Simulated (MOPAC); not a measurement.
A run for MOPAC: PM6 on OH+, 2S+1 = 3, a spin state set in the input, which need not be the lowest, a point of a bond scan (R = 1.036 Å). Charge +1.

```
PM6 1SCF PRECISE CHARGE=1 UHF MS=1 THREADS=1
HO

H      0.00000000 1     0.00000000 1     0.00000000 1
O      0.00000000 1     0.00000000 1     1.03637700 1
```

The log:

```
*******************************************************************************
 **                                                                           **
 **                              MOPAC v23.2.5                                **
 **                                                                           **
 *******************************************************************************
 ** MOPAC's Digital Object Identifier: https://doi.org/10.5281/zenodo.6511958 **
 **                                                                           **
 ** Please cite the open-source release paper for use of this MOPAC version:  **
 ** J. E. Moussa and J. J. P. Stewart (2026)                                  **
 ** MOPAC: An open-source semiempirical molecular orbital program             **
 ** J. Open Source Softw., 11(119), 8025, https://doi.org/10.21105/joss.08025 **
 *******************************************************************************

                              PM6 CALCULATION RESULTS

 *******************************************************************************
 *  PM6        - The PM6 Hamiltonian to be used
 *  UHF        - UNRESTRICTED HARTREE-FOCK CALCULATION
 *
 *
 *
 *                 CHARGE ON SYSTEM = +1
 *
 *
 *
 *  MS=        - IN MECI, MAGNETIC COMPONENT OF SPIN =  1.0
 *  PRECISE    - TIGHTER CRITERIA TO BE USED
 *  1SCF       - DO 1 SCF AND THEN STOP
 *  THREADS=1  - MULTI-THREADING NOT USED
 *  T=         - A TIME OF 172800.0 SECONDS REQUESTED
 *  DUMP=N     - RESTART FILE WRITTEN EVERY 7200.0 SECONDS REQUESTED
 *******************************************************************************
PM6 1SCF PRECISE CHARGE=1 UHF MS=1 THREADS=1
 HO

   ATOM   CHEMICAL          X               Y               Z
  NUMBER   SYMBOL      (ANGSTROMS)     (ANGSTROMS)     (ANGSTROMS)

     1       H          0.00000000  *   0.00000000  *   0.00000000  *
     2       O          0.00000000  *   0.00000000  *   1.03637700  *



          CARTESIAN COORDINATES

    NO.       ATOM           X           Y           Z

     1         H          0.0000      0.0000      0.0000
     2         O          0.0000      0.0000      1.0364

 General Reference for PM6:
 "Optimization of Parameters for Semiempirical Methods V: Modification of NDDO Approximations
 and Application to 70 Elements", J. J. P. Stewart, J. Mol. Mod., 13, 1173-1213 (2007)
 URL: https://link.springer.com/article/10.1007/s00894-007-0233-4

           Empirical Formula: H O  =     2 atoms



      MOLECULAR POINT GROUP   :   C*v


          UHF CALCULATION, NO. OF ALPHA ELECTRONS =    4
                           NO. OF BETA  ELECTRONS =    2

 -------------------------------------------------------------------------------
 PM6 1SCF PRECISE CHARGE=1 UHF MS=1 THREADS=1
 HO



     1SCF WAS SPECIFIED, SO BFGS WAS NOT USED
     SCF FIELD WAS ACHIEVED


                              PM6 CALCULATION
                                                       MOPAC v23.2.5 Linux




          FINAL HEAT OF FORMATION =        251.67557 KCAL/MOL =    1053.01061 KJ/MOL


          COSMO AREA              =         40.44 SQUARE ANGSTROMS
          COSMO VOLUME            =         23.74 CUBIC ANGSTROMS

          IONIZATION POTENTIAL    =         24.159759 EV
          ALPHA SOMO LUMO (EV)    =        -25.816 -5.508
          BETA  SOMO LUMO (EV)    =        -24.160-10.230
          NO. OF ALPHA ELECTRONS  =          4
          NO. OF BETA  ELECTRONS  =          2
          MOLECULAR WEIGHT        =         17.0073         POINT GROUP:  C*v

          MOLECULAR DIMENSIONS (Angstroms)

            Atom       Atom       Distance
            O     2    H     1     1.03638
            O     2    H     1     0.00000
            H     1    O     2     0.00000


          SCF CALCULATIONS        =          1





   ATOM   CHEMICAL          X               Y               Z
  NUMBER   SYMBOL      (ANGSTROMS)     (ANGSTROMS)     (ANGSTROMS)

     1       H          0.00000000  *   0.00000000  *   0.00000000  *
     2       O          0.00000000  *   0.00000000  *   1.03637700  *

                             CARTESIAN COORDINATES

   1    H        0.000000000     0.000000000     0.000000000
   2    O        0.000000000     0.000000000     1.036377000


           Empirical Formula: H O  =     2 atoms



      MOLECULAR POINT GROUP   :   C*v


          ALPHA EIGENVALUES
 -45.95929 -27.15098 -25.81645 -25.81645  -5.50840


           BETA EIGENVALUES
 -36.11927 -24.15976 -10.23011 -10.23011  -4.35729


              NET ATOMIC CHARGES AND DIPOLE CONTRIBUTIONS

  ATOM NO.   TYPE          CHARGE      No. of ELECS.   s-Pop       p-Pop
    1          H           0.293195        0.7068     0.70681
    2          O           0.706805        5.2932     1.95110     3.34209
 DIPOLE           X         Y         Z       TOTAL
 POINT-CHG.     0.000     0.000    -1.164     1.164
 HYBRID        -0.000     0.000    -0.216     0.216
 SUM           -0.000     0.000    -1.381     1.381


          ATOMIC ORBITAL ELECTRON POPULATIONS

     Atom    s        px        py        pz
    1  H   0.70681
    2  O   1.95110   1.00000   1.00000   1.34209


                    (SZ)    =    1.000000
                    (S**2)  =    2.031525


          ATOMIC ORBITAL SPIN POPULATIONS

    Atom   Total    s     px     py     pz
         Atomic
    1  H -0.1693 -0.169
    2  O  2.1693  0.014  1.000  1.000  0.155

 **********************
 *                    *
 * JOB ENDED NORMALLY *
 *                    *
 **********************




 == MOPAC DONE ==
```

The run finished.

Cost: roughly 0.03 core-seconds.
